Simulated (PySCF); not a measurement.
BrClFHOSi. Atoms are numbered in the order given.

```xyz
6

O     -1.6475    -1.1562    -0.4880
Si    -0.2753    -0.6024     0.2069
F     -0.3308    -0.7838     1.8072
Cl     1.2759    -1.7107    -0.5074
Br     0.0219     1.5553    -0.1775
H     -2.4447    -0.6159    -0.4184
```
Charge 0, spin multiplicity 1.

Geometry: B3LYP-D3(BJ)/def2-SVP. The structure was generated by enumeration, and PubChem lists no compound with its InChIKey, so it may never have been made. Other conformers were not sampled.

These are M06-2X/def2-TZVP in PySCF values and carry that method's errors.

The molecule is in vacuum.

Computed frontier levels, gap, dipole moment and polarisability:
```yaml
highest_occupied_level: -10.35 eV
lowest_empty_level: 0.51 eV
orbital_gap: 10.86 eV
dipole_moment: 1.78 D
quadrupole, principal values (traceless, Buckingham form, about the centre of nuclear charge): -5.35, -3.05, 8.40 D·Å
mean_static_polarisability: 54.5 bohr³ (8.07 Å³)
polarisability_principal_values: 44.8, 52.6, 66.1 bohr³
```
